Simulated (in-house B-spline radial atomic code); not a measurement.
**Response and correlation of Er LXV (Er64+)**

Closed shell [He] 2s2. Computed with an all-electron radial atomic-structure program (B-spline basis): Dirac-Hartree-Fock, relativistic RPA (time-dependent Dirac-Hartree-Fock) for the response and second-order many-body perturbation theory for correlation, no-pair Dirac-Coulomb Hamiltonian, finite nucleus.

Command:
```bash
python run_mb.py task.json out
```
Settings (nuclear radius in fm, box in bohr, cutoff in hartree):
```
basis_form          2
Z                   68
core_configuration  [He] 2s2
rms_radius          5.2516
mass_number         166
speed_of_light      137.036
box_radius          1.595
lmax                7
intervals           55
virtual_cutoff      115600.0
```

Cost of the run: 0.3 s on 1 thread of Arm Neoverse V1, on a shared host.

```csv
"multipole (bohr³, bohr⁵, bohr⁷)",uncoupled,coupled RPA
dipole,0.00023242,?
quadrupole,2.3361e-07,2.3757e-07
octupole,2.4356e-09,2.4639e-09
```

Q: What is the coupled dipole polarisability?

A: 0.00034264 atomic units, +47 % against the uncoupled value.

Q: Which subshells carry the dipole polarisability?

A: 2s1/2 100.0 %, 1s1/2 0.0 %.

Q: What does the dipole shielding factor come to?

A: The dipole shielding factor is 0.059, against the exact N/Z = 4/68 = 0.059 of the non-relativistic theorem.

Dipole polarisability at imaginary frequency:

```
u (Eh)  α(iu) (bohr³)
     0      0.0003426
  26.2      0.0001035
  78.6      3.745e-05
   157      1.613e-05
   262      9.133e-06
   524      4.085e-06
  1050      1.573e-06
  2620      3.842e-07
```

Q: What dispersion coefficients follow for two such ions (the dispersion part alone)?

A: C6 = (3/π)∫α(iu)²du = 1.218e-06 hartree·bohr⁶ and C8 = 1.324e-08 hartree·bohr⁸.

Lowest J = 1 odd-parity excitations:

```
energy (eV)  oscillator strength  leading channel  weight
     164.49              0.00814     2s1/2 → p1/2   0.997
     1244.8                0.234     2s1/2 → p3/2   0.997
     9132.8                0.258     2s1/2 → p1/2     1.0
     9438.4                0.397     2s1/2 → p3/2     1.0
      12194               0.0608     2s1/2 → p1/2     1.0
      12321                0.107     2s1/2 → p3/2     1.0
      13588               0.0246     2s1/2 → p1/2     1.0
      13653               0.0457     2s1/2 → p3/2     1.0
```

Second-order correlation energy by the highest angular momentum of the excited pair (hartree): s -0.0214, p -0.2541, d -0.01123, f -0.002901, g -0.001064, h -0.0004796, i -0.000247, k -0.0001359.

Q: What is the second-order correlation energy at the partial-wave limit?

A: The listed waves sum to -0.29151 hartree; extrapolating the increments as (l + 1/2)⁻⁴ gives -0.29178 hartree, -1.98 eV per electron.
